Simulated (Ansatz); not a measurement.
Input file for Ansatz (a quantum-chemistry and plane-wave program): R-RI-MP2/def2-QZVPP on CH4O2Sn (SMILES C[O][Sn][OH]), a point of a torsion scan. Elements past Kr take the def2 small-core potentials; no spin–orbit coupling. Files ending in .json are basis or fitting sets from the Basis Set Exchange. The run froze 12 orbitals, filled d shells among them.

Ansatz 0.2 input:
```yaml
crystal:
  periodic: [false, false, false]
  atoms:
    - {symbol: C, position_ang: [-1.23954926, 0.07671790, -0.38375279]}
    - {symbol: O, position_ang: [-0.67590662, 0.78690281, 0.68565397]}
    - {symbol: Sn, position_ang: [0.34575505, 0.68272757, 2.43949982]}
    - {symbol: O, position_ang: [0.66013487, -1.31784043, 2.67258081]}
    - {symbol: H, position_ang: [-2.31765311, -0.02581212, -0.23697062]}
    - {symbol: H, position_ang: [-0.80436699, -0.92237123, -0.48242100]}
    - {symbol: H, position_ang: [-1.06229242, 0.62946624, -1.31027696]}
    - {symbol: H, position_ang: [0.37266243, -2.02634809, 2.09916528]}
basis:
  gaussian:
    orbitals: def2-QZVPP.json
    fitting: {mean_field: def2-universal-JKFIT, correlation: def2-QZVPP-RIFIT.json}
magnetization: {spin_polarized: false}
correlation: {method: mp2, electrons: outside_noble_gas}
scf: {lower_state_search: off}
```

It printed:

```
WARN ansatz: RAYON_NUM_THREADS=1 ignored (pool sized by the plan → 1); use --threads N
Functional definition: HF
these checks for a lower state are left out or cut short: stability, starts, cluster_reference, orbital_swaps, neighbouring_geometries, increment
integrals: 0.54 GiB planned
519 factors; integrals over basis functions are off by at most 1.6e0 eV
mean field: 0.84 GiB planned
mean field evaluation 1: about -10970.7944 eV, gradient 5.7e1 eV
mean field evaluation 2: about -10973.3838 eV, gradient 4.7e1 eV
mean field evaluation 4: about -10977.0853 eV, gradient 1.1e0 eV
mean field evaluation 8: about -10977.0919 eV, gradient 1.7e-6 eV
mean field -10977.09194042 eV, -403.4006882701 hartree, gradient 1.7e-6 eV, S^2 0.000000; 0 other end points of the search recorded, 0 dependent functions left out
12 core orbitals not correlated
923 factors; their error is unknown
reference -10977.09194042 eV, -403.4006882701 hartree; 12, 12 occupied and 349, 349 virtual orbitals, 923 factors
second order -21.97790472 eV of doubles, -0.00000000 eV of singles
Total energy: -10999.06984514 eV, -404.2083613715 hartree
Checks for a lower state left out: stability, starts, cluster_reference, orbital_swaps, neighbouring_geometries, increment
```

The run converged.

Cost: roughly 8 core-seconds.
